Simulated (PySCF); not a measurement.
This PySCF input asks for the spin–spin couplings of H₂Li₂O₂; the geometry comes from PBE0-D3(BJ)/def2-SVP.

```python
import basis_set_exchange as bse
import numpy as np
from pyscf import gto, dft
from pyscf.data import nist
from pyscf.prop import ssc

atoms = """
Li    0.804356   -0.195980    0.746448
O    -0.351698    1.126203    0.674435
Li   -0.803510    0.196298   -0.747138
O     0.352272   -1.125720   -0.674657
H    -0.598978    1.917807    1.148361
H     0.597548   -1.918609   -1.147449
"""
names = dict.fromkeys(["Li", "O", "H"], "pcJ-1")
basis = {el: gto.basis.parse(bse.get_basis(n, elements=[el], fmt="nwchem")) for el, n in names.items()}
mol = gto.M(atom=atoms, basis=basis, charge=0, verbose=0)
mf = dft.RKS(mol, xc="B3LYP")
mf.grids.level = 2
mf.grids.alignment = dft.numint.BLKSIZE   # the property module wants whole blocks of grid points
mf.conv_tol = 1e-9
mf.kernel()

sc = ssc.RKS(mf)
sc.with_fcsd = True   # Fermi contact and spin-dipole together
sc.max_cycle_cphf = 60
g = {"H": 5.58569468, "Li": 2.170951, "O": -0.757516}   # nuclear g factors of 1H, 7Li, 17O
sc.nuc_pair = [(i, j) for i in range(mol.natm) for j in range(i + 1, mol.natm)
               if mol.atom_pure_symbol(i) in g and mol.atom_pure_symbol(j) in g]
K = sc.kernel()
unit = nist.HARTREE2J / nist.PLANCK * (0.5 * nist.E_MASS / nist.PROTON_MASS) ** 2
for (i, j), k in zip(sc.nuc_pair, K):
    a, b = mol.atom_pure_symbol(i), mol.atom_pure_symbol(j)
    J = unit * g[a] * g[b] * np.trace(k) / 3
    if abs(J) >= 1:
        print("%s%d %s%d %8.1f Hz" % (a, i, b, j, J))
```

Problem. What does it print?

Solution. 
```
Li0 O1    -31.0 Hz
Li0 Li2      1.2 Hz
Li0 O3    -31.0 Hz
Li0 H4      4.1 Hz
Li0 H5      4.1 Hz
O1 Li2    -31.0 Hz
O1 O3      5.3 Hz
O1 H4    -92.5 Hz
O1 H5     -2.6 Hz
Li2 O3    -31.0 Hz
Li2 H4      4.1 Hz
Li2 H5      4.1 Hz
O3 H4     -2.6 Hz
O3 H5    -92.5 Hz
H4 H5      1.2 Hz
```

These numbers come from an equivalent density-fitted implementation of the same equations, which agrees with the script to about 0.1 Hz, so last digits may differ.

Size and cost of the density-fitted run: 96 basis functions, 2.8 s wall time on 1 thread of an x86-64 server CPU, shared host.
